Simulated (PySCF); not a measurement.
Computed IR spectrum (relative IR intensity) of a molecule C₇H₅N₃S. Geometry optimised at B3LYP-D3(BJ)/def2-SVP. The values are those of a single conformer. Calculation: B3LYP-D3(BJ)/def2-SVP run with PySCF. Frequencies are harmonic and unscaled.

```tsv
ν (cm⁻¹)	relative intensity
103	3.5
138	2.9
640	5.2
666	8.2
747	4.7
751	17
776	12
819	6.3
851	9.9
891	6.1
1039	23
1074	4.8
1098	4.3
1195	2.8
1287	2.5
1347	4.8
1361	2.2
1453	17
1468	8.6
1477	100
1582	46
1612	39
1638	86
3151	13
3155	12
3208	5.3
3214	2.3
```

Task: Which structure fits?
A. c1ncc(-c2cncs2)cn1
B. c1cnc(-c2nccs2)nc1
C. CCc1nc(C#N)sc1C#N

Result: B, c1cnc(-c2nccs2)nc1
